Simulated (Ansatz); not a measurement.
Molecule: boronic acid, sum formula H$_{3}$BO$_{2}$, net charge 0, singlet state. 
Structure (B3LYP-D3(BJ)/def2-TZVP (Ansatz, a quantum-chemistry and plane-wave program) minimum search):
SMILES: OBO
```xyz
6

B     -0.0618     0.4717    -0.0887
O      1.1892     0.1032     0.2852
O     -1.0389    -0.4792    -0.1889
H     -0.2682     1.6242    -0.3195
H      1.2676    -0.8443     0.4518
H     -1.8927    -0.1309    -0.4590
```

Computed values are from Ansatz. Cores are frozen in the correlated levels unless marked. UHF or UKS for open shells. Spin-orbit coupling is left out. No relativistic terms. CBS(X,Y): correlation extrapolated as X^-3; Hartree-Fock from the larger set.

### Question
What is the dipole moment at CCSD(T)/aug-cc-pVDZ?

### Answer
1.50 D.

### Question
What is the T1 diagnostic at CCSD/cc-pVQZ?

### Answer
0.012.

### Question
What is the total energy at CCSD(T)/CBS(cc-pVTZ,cc-pVQZ)?

### Answer
-177.0439 Eh.

### Question
What is the atomisation energy De at CCSD(T)/CBS(cc-pVTZ,cc-pVQZ)?

### Answer
2452.9 kJ/mol.
